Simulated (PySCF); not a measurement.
**`CC=C=CC=C1CCC1`, C₉H₁₂**

Geometry:
```tsv
atom	x (Å)	y (Å)	z (Å)
C1	4.333	-0.241	-0.210
C2	3.289	0.811	-0.452
C3	2.020	0.575	-0.568
C4	0.742	0.323	-0.665
C5	-0.164	0.321	0.467
C6	-1.467	0.084	0.363
C7	-2.387	-0.216	-0.790
C8	-3.564	-0.247	0.204
C9	-2.588	0.031	1.363
H10	4.891	-0.010	0.698
H11	5.038	-0.265	-1.041
H12	3.877	-1.222	-0.104
H13	3.661	1.826	-0.540
H14	0.306	0.108	-1.633
H15	0.271	0.524	1.437
H16	-2.442	0.567	-1.546
H17	-2.188	-1.165	-1.289
H18	-4.077	-1.203	0.266
H19	-4.299	0.539	0.045
H20	-2.759	0.963	1.902
H21	-2.503	-0.776	2.092
```

Theory: PySCF 2.14.0, GIAO KT3/pcSseg-1 magnetisability, rotational g tensor and spin-rotation constants, non-relativistic, gas phase. Geometry: GFN2-xTB.

Give the nuclear spin-rotation constants along the inertial axes (H = +C I·J) beside the isotropic shieldings.

Rotational constants 6.6856, 0.5544, 0.5345 GHz. A star marks the isotopologue with that one atom substituted, in its own axes.
| atom | isotope | Caa (kHz) | Cbb (kHz) | Ccc (kHz) | mean (kHz) | σ (ppm) |
| --- | --- | --- | --- | --- | --- | --- |
| H10 | 1H | -0.534 | 0.002 | -0.057 | -0.196 | 29.9 |
| H11 | 1H | -0.200 | -0.025 | -0.058 | -0.094 | 29.9 |
| H12 | 1H | -0.503 | -0.065 | 0.004 | -0.188 | 30.1 |
| H13 | 1H | -0.442 | -0.058 | 0.026 | -0.158 | 26.3 |
| H14 | 1H | -0.507 | 0.039 | -0.059 | -0.175 | 25.9 |
| H15 | 1H | -0.516 | 0.045 | -0.063 | -0.178 | 26.1 |
| H16 | 1H | -0.708 | -0.016 | -0.015 | -0.246 | 28.8 |
| H17 | 1H | -0.682 | -0.038 | 0.005 | -0.238 | 28.8 |
| H18 | 1H | -0.394 | -0.062 | -0.002 | -0.153 | 29.7 |
| H19 | 1H | -0.287 | -0.059 | -0.014 | -0.120 | 29.6 |
| H20 | 1H | -0.683 | -0.036 | 0.003 | -0.238 | 28.8 |
| H21 | 1H | -0.711 | -0.019 | -0.011 | -0.247 | 28.7 |
| C1 | 13C* | 1.005 | 0.084 | 0.075 | 0.388 | 164.9 |
| C2 | 13C* | 1.619 | 0.082 | 0.191 | 0.631 | 98.6 |
| C3 | 13C* | 3.024 | 0.229 | 0.227 | 1.160 | -19.2 |
| C4 | 13C* | 1.777 | 0.197 | 0.075 | 0.683 | 96.1 |
| C5 | 13C* | 1.996 | 0.240 | 0.090 | 0.775 | 66.6 |
| C6 | 13C* | 2.517 | 0.244 | 0.094 | 0.952 | 46.3 |
| C7 | 13C* | 1.014 | 0.098 | 0.091 | 0.401 | 153.1 |
| C8 | 13C* | 1.142 | 0.071 | 0.077 | 0.430 | 165.2 |
| C9 | 13C* | 0.967 | 0.101 | 0.097 | 0.389 | 150.5 |

For the geometry as given, no vibrational averaging.
